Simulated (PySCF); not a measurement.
## The 1-electron isoelectronic series, non-relativistic

All values are computed (PySCF 2.14, energy differences of UHF-based or UKS calculations, no spin-orbit coupling). Each ion has its own even-tempered basis scaled to its charge (15s7p4d3f3g for the first); frozen: nothing. Ionisation energies in eV.

```
    ion  configuration      UHF      LDA      PBE     PBE0   r2SCAN  NIST (with spin-orbit, Breit and QED)
Ti(21+)       1s1 (2S)   6585.2   6560.2   6581.4   6582.4   6585.2                             6625.8 (t)
 V(22+)       1s1 (2S)   7197.4   7171.3   7193.5   7194.5   7197.4                             7246.1 (t)
Cr(23+)       1s1 (2S)   7836.9   7809.6   7832.8   7833.8   7836.9                             7894.8 (t)
Fe(25+)       1s1 (2S)   9197.4   9167.8   9193.0   9194.1   9197.4                             9277.7 (t)
Ni(27+)       1s1 (2S)  10666.9  10634.8  10662.0  10663.3  10666.9                            10775.4 (t)
Zn(29+)       1s1 (2S)  12245.1  12210.6  12239.9  12241.3  12245.1                            12388.9 (t)
Ge(31+)       1s1 (2S)  13932.2  13895.4  13926.7  13928.1  13932.2                            14119.4 (t)
Se(33+)       1s1 (2S)  15728.2  15688.9  15722.3  15723.8  15728.2                            15968.1 (t)
Kr(35+)       1s1 (2S)  17633.0  17591.3  17626.7  17628.3  17633.0                            17936.2 (t)
Sr(37+)       1s1 (2S)  19646.6  19602.6  19640.0  19641.7  19646.6                            20025.3 (t)
```

Each ion has its own basis, which adds noise of up to about 0.1 % along the series.

NIST values marked (s) are semi-empirical, (t) theoretical. Open shells are high-spin determinants of the terms that Hund's rules give.

All relativistic terms are absent from the calculated values; where these lie close to NIST, scalar and spin-orbit shifts of opposite sign can cancel.
